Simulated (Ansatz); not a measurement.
Input file for Cl₂F₄In₂, SMILES `[F][In@-]1([Cl])[F+][In@@-]([F])([Cl])[F+]1`:

```yaml
crystal:
  periodic: [false, false, false]
  atoms:
    - {symbol: F, position_ang: [-0.291979, -1.780111, 2.373148]}
    - {symbol: In, position_ang: [0.644274, -1.323274, 0.765536]}
    - {symbol: Cl, position_ang: [2.448360, -2.269951, -0.243277]}
    - {symbol: F, position_ang: [0.748372, 0.774805, 0.713373]}
    - {symbol: In, position_ang: [-0.720695, 1.328875, -0.683174]}
    - {symbol: F, position_ang: [-2.216180, 1.966030, 0.330372]}
    - {symbol: Cl, position_ang: [0.208179, 2.073162, -2.620154]}
    - {symbol: F, position_ang: [-0.820342, -0.769525, -0.635834]}
basis:
  gaussian: {orbitals: def2-TZVPP}
correlation: {method: ccsd_t}
output: {orbitals: {seedname: orbitals}}
```

```sh
$ ansatz run in.yaml --threads 2 --pin off --events-out ev --progress --plain --max-ram 20480MiB --backend cuda --devices 0, --max-vram 18GiB
```

Log, shortened:

```
Functional definition: HF
2290 factors; integrals over basis functions are off by at most 7.1e-4 eV
mean field evaluation 1: about -46135.7630 eV, gradient 6.0e1 eV
mean field evaluation 2: about -46135.8305 eV, gradient 6.0e1 eV
mean field evaluation 4: about -46141.6592 eV, gradient 2.6e0 eV
mean field evaluation 8: about -46141.7079 eV, gradient 3.1e-1 eV
mean field -46141.70831396 eV, -1695.6765045648 hartree, gradient 5.1e-6 eV, S^2 0.000000; 0 other end points of the search recorded, 0 dependent functions left out
22 core orbitals not correlated: weight in the atoms' cores, before any rotation towards them, 1.000 or more for the frozen orbitals, at most 0.000 for the correlated occupied ones
reference -46141.70831396 eV, -1695.6765045648 hartree; 34, 34 occupied and 252, 252 virtual orbitals, 2290 factors
second order -52.43774223 eV of doubles, -0.00000000 eV of singles
cycle   1  -51.38403459 eV  change     1.1e0 eV  update   1.7e-1
cycle   2  -52.49215772 eV  change    -1.1e0 eV  update   5.5e-2
cycle   3  -52.76271980 eV  change   -2.7e-1 eV  update   3.0e-2
cycle   4  -52.74286299 eV  change    2.0e-2 eV  update   8.7e-3
cycle   5  -52.72663105 eV  change    1.6e-2 eV  update   3.3e-3
cycle   6  -52.72804527 eV  change   -1.4e-3 eV  update   1.1e-3
cycle   7  -52.72852090 eV  change   -4.8e-4 eV  update   4.1e-4
cycle   8  -52.72822470 eV  change    3.0e-4 eV  update   1.5e-4
cycle   9  -52.72822118 eV  change    3.5e-6 eV  update   6.1e-5
perturbative correction -1.73581502 eV, -0.0637900255 hartree
Total energy: -46196.17235016 eV, -1697.6780209782 hartree
```

Hardware: 2 threads of an AMD EPYC 7R13 on a shared host and a share of an NVIDIA H100 80 GB. Wall time 9.5 s, peak host memory 0.87 GiB.

The correlation energy is -54.464 eV, 3.2 % of it from (T); the T1 diagnostic reads 0.0151.
